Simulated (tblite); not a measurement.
C₄H₁₀BNO₂.
Numbering: `[CH3:1][C:2]#[N+:3][B@H-:4]([OH:5])[CH2:6][CH2:7][OH:8]` (hydrogens: H9, H10, H11 on C1; H12 on B4; H13 on O5; H14, H15 on C6; H16, H17 on C7; H18 on O8)
Bond orders are those of one Lewis drawing.

Computed with GFN2-xTB (tblite), gas phase: L-BFGS steps from a force-field or distance-geometry start until the largest atomic force falls under 0.01 eV/Å.

At the end of the run (lengths in Å): N3–B4 1.626, C1–C2 1.428, B4–O5 1.418, B4–C6 1.633, O5–H13 0.956, O8–H18 0.964, B4–H12 1.192, C2–N3–B4 156.8°, B4–C6–C7 114.1°, N3–B4–O5 103.4°, O5–B4–C6 116.9°, C2–N3–B4–O5 -25°, N3–B4–C6–C7 -62°, B4–C6–C7–O8 -67°, H12–B4–N3–C2 90°, H16–C7–O8–H18 -81°.

Task: These geometries were met on the way; a selection of coordinates is given. Order them by energy above the end point, lowest first.
A. N3–B4 1.490, C1–C2 1.484, B4–O5 1.465, B4–C6 1.595, O5–H13 0.989, O8–H18 0.984, B4–H12 1.208, C2–N3–B4 178.9°, B4–C6–C7 106.2°, N3–B4–O5 109.9°, O5–B4–C6 111.2°, C2–N3–B4–O5 164°, N3–B4–C6–C7 -69°, B4–C6–C7–O8 -60°, H12–B4–N3–C2 -80°, H16–C7–O8–H18 11°
B. N3–B4 1.509, C1–C2 1.425, B4–O5 1.454, B4–C6 1.651, O5–H13 0.955, O8–H18 0.967, B4–H12 1.204, C2–N3–B4 176.7°, B4–C6–C7 117.6°, N3–B4–O5 103.9°, O5–B4–C6 115.7°, C2–N3–B4–O5 -118°, N3–B4–C6–C7 -68°, B4–C6–C7–O8 -64°, H12–B4–N3–C2 3°, H16–C7–O8–H18 -56°
C. N3–B4 1.496, C1–C2 1.423, B4–O5 1.452, B4–C6 1.666, O5–H13 0.954, O8–H18 0.961, B4–H12 1.199, C2–N3–B4 174.7°, B4–C6–C7 112.1°, N3–B4–O5 105.1°, O5–B4–C6 114.9°, C2–N3–B4–O5 166°, N3–B4–C6–C7 -70°, B4–C6–C7–O8 -62°, H12–B4–N3–C2 -75°, H16–C7–O8–H18 -20°
D. N3–B4 1.551, C1–C2 1.435, B4–O5 1.446, B4–C6 1.643, O5–H13 0.958, O8–H18 0.961, B4–H12 1.191, C2–N3–B4 178.1°, B4–C6–C7 107.8°, N3–B4–O5 109.7°, O5–B4–C6 112.0°, C2–N3–B4–O5 -93°, N3–B4–C6–C7 -70°, B4–C6–C7–O8 -59°, H12–B4–N3–C2 31°, H16–C7–O8–H18 4°
E. N3–B4 1.506, C1–C2 1.427, B4–O5 1.456, B4–C6 1.656, O5–H13 0.954, O8–H18 0.965, B4–H12 1.212, C2–N3–B4 178.9°, B4–C6–C7 116.7°, N3–B4–O5 104.3°, O5–B4–C6 112.3°, C2–N3–B4–O5 92°, N3–B4–C6–C7 -65°, B4–C6–C7–O8 -62°, H12–B4–N3–C2 -148°, H16–C7–O8–H18 -81°

Result: E (0.119 eV), B (0.194 eV), C (0.314 eV), D (0.513 eV), A (0.881 eV).

| step | E above end (eV) | rms distance from the end, all atoms (Å) | largest force (eV/Å) | rms shift of all bonds from the end (Å) |
| --- | --- | --- | --- | --- |
| 33 | 0.119 | 0.391 | 0.090 | 0.031 |
| 21 | 0.194 | 0.416 | 0.316 | 0.030 |
| 11 | 0.314 | 0.444 | 0.305 | 0.034 |
| 4 | 0.513 | 0.473 | 1.025 | 0.020 |
| 0 | 0.881 | 0.484 | 1.795 | 0.041 |

Rows stand in the order of the answer.
